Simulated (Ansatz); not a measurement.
```xyz
13

N    -1.9944    0.4085   -0.9373
C    -0.7752   -0.1720   -0.6756
C    -0.2874   -0.4752    0.5539
C     1.0388   -1.1093    0.8122
Al    1.5883    0.7054    0.2911
H    -2.4432    0.8710   -0.1626
H    -2.0595    0.9296   -1.7956
H    -0.2406   -0.5020   -1.5626
H    -0.8573   -0.1329    1.4167
H     1.1496   -1.4492    1.8367
H     1.3058   -1.8923    0.1048
H     1.5402    1.8997    1.3373
H     2.0348    0.9188   -1.2191
```

The species carries charge 0 and has multiplicity 1.

(1) List the r2SCAN/def2-TZVPP orbital energies in eV (Ansatz). (Estimate.)

Results:

(1) Computed: Occupied: -1516.04, -386.04, -274.49, -273.46, -272.45, -109.58, -69.90, -69.71, -69.69, -24.49, -20.64, -17.32, -15.17, -13.50, -12.88, -10.79, -10.44, -9.93, -9.16, -8.79, -7.14, -6.91, -4.99. Lowest empty: -0.82, -0.11, 0.92, 1.24, 1.40, 1.64, 2.56, 2.90.
